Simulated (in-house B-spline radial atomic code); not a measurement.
Results of a calculation; reference values are marked as such.
Two electrons in Si: a spherical dot of radius 31.9 nm with hard walls with a doubly ionised double donor at its centre

For Si the NSM archive of the Ioffe Institute lists m_l = 0.98 m0, m_t = 0.19 m0 and ε = 11.7; the model takes one isotropic valley with the conductivity mass 3/(1/m_l + 2/m_t) = 0.26 m0, and so misses anisotropy and the other valleys. All triplets below are those of one valley; with several valleys two electrons can form a triplet in the 1s orbital itself, at an energy set by the valley splitting. Real donors also feel a central-cell potential, which shifts the ground state; some double donors stay shallow and helium-like, others are deep centres that this model can't describe.

Effective-mass model with parabolic bands, a uniform dielectric constant, no image charges, no central-cell or spin-orbit terms. Two-electron levels come from full CI in B-splines with partial waves to l = 5 (up to 0.001 effective hartree above the limit).

Task: What are the effective units, and what is the potential in them?

Result: Ha* = 27211.386 meV × 0.26/11.7² = 51.68 meV and a* = 0.0529177 nm × 11.7/0.26 = 2.381 nm. The radius is R = 13.4 a*, with −2/r added.

In these units the lowest s and p orbitals lie at -2.0000 and -0.5000, and their Coulomb and exchange integrals are J_ss = 1.2500, J_sp = 0.4856 and K_sp = 0.03414. Full CI gives -2.9035 for the ground singlet, -2.1327 for the sp triplet, -2.1231 for the sp singlet and -2.1751 for the lowest triplet of two s orbitals.

Task: What does it cost to add the second electron, to first order and exactly?

Result: To first order E = 2ε_s + J_ss = -2.7500, so the charging energy E(2) − 2E(1) is J_ss = 64.6 meV. CI gives -2.9035 − 2 × (-2.0000) = 1.0965, or 56.67 meV: relaxation and correlation lower it by 7.934 meV, 12.3 % of J_ss. The s² configuration of one-electron orbitals holds 92.5 % of the state, and the mean radius is 2.21 nm.

Task: How far above the singlet do the triplets lie?

Result: To first order the sp triplet lies at ε_s + ε_p + J_sp − K_sp = -2.0485, which is 36.25 meV above 2ε_s + J_ss. CI gives -2.1327 − (-2.9035) = 0.7708, or 39.84 meV, 51 % of the orbital spacing of 77.53 meV. The ss triplet lies 37.65 meV up, so the lower of the two is the ss one, and its gap equals k_BT at 437 K. The sp singlet-triplet splitting is 0.4977 meV, against 2K_sp = 3.529 meV.
